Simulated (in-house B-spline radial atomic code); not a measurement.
LDA VWN5 excitations of Ag II (Ag+)

Method: LDA VWN5. Computed with an all-electron radial atomic-structure program (B-spline basis): linear response of the closed shell [Kr] 4d10 with the functional's adiabatic kernel; scalar-relativistic (spin-free one-electron X2C), finite nucleus, no spin-orbit coupling, no double excitations, S, P, D and F terms only; shells from n = 2 respond. Only terms of natural parity with L up to 3 were computed.

Command:
```bash
python run_td.py task.json out
```
Settings (radii: box in bohr, nucleus in fm):
```
Z                        47
electrons                46
configuration            [Kr] 4d10
hamiltonian              x2c
method                   lda,vwn
box_radius               5.5
wall_radius              5.5
rms_radius               4.5454
intervals                66
```

Time taken, with all properties: 2.4 s on 1 thread of Arm Neoverse N1 (shared host).

Confined states, up to the first strongly mixed one, which can leave gaps near the end. Labels give the largest channel, * marks a mixed state, and oscillator strengths are full-response dipole values. Semilocal kernels can invert the small singlet-triplet splittings of Rydberg terms. Energies in eV:

```tsv
state	full response	Tamm-Dancoff	oscillator strength
4d → 5s 3D	4.325	4.347	-
4d → 5s 1D	4.970	5.004	-
4d → 5p 3P	10.329	10.355	-
4d → 5p 3F	10.518	10.530	-
4d → 5p 1F	10.778	10.781	-
4d → 5p 1P	?	?	?
4d → 5d 3S	19.463	19.494	-
4d → 5d 3D	20.111	20.118	-
4d → 5d 1D	20.505	20.531	-
4d → 6s 3D	24.508	24.514	-
4d → 4f 3P	?	?	-
4d → 6s 1D	24.817	24.830	-
4d → 4f 3F	24.970	24.974	-
4d → 4f 1F	25.133	25.140	-
4d → 5d 1S	24.414	25.316	-
4d → 4f 1P	26.236	26.410	2.84
```

Problem. Where does 4d → 5p 1P lie?

Solution. At 11.644 eV in full response, 11.771 eV in Tamm-Dancoff, oscillator strength 0.766.

Problem. Where does 4d → 4f 3P lie?

Solution. At 24.696 eV in full response, 24.710 eV in Tamm-Dancoff.

Problem. How large is the singlet-triplet splitting of 4d → 5s (D terms) in Tamm-Dancoff?

Solution. 0.657 eV, from the unrounded values.

Problem. What polarisabilities and dispersion coefficient does the method give?

Solution. Dipole 9.761 bohr³, quadrupole 59 bohr⁵, C6 59.23 hartree·bohr⁶ for two such species.
